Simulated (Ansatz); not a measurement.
Cartesian coordinates in Å:
```
Si -0.449 0.832 -0.613
In 0.606 -1.065 0.772
H 0.466 1.379 -1.652
H -0.858 1.958 0.274
H -1.677 0.341 -1.301
H 2.195 -1.664 0.448
H -0.283 -1.781 2.072
```

Total charge 0; spin multiplicity 1. In takes the def2 core potential.

(1) List the PBE0/def2-TZVPP orbital energies in eV (Ansatz 0.2.0). (Best estimate.)

Answers

(1) Computed: Occupied: -1802.42, -144.78, -128.37, -99.43, -99.43, -99.42, -84.88, -84.54, -84.52, -21.49, -21.31, -21.28, -21.20, -21.12, -14.94, -11.65, -9.77, -9.77, -8.13, -7.37. Lowest empty: -2.14, -0.06, 0.49, 1.04, 1.21, 1.59, 1.79, 2.20.
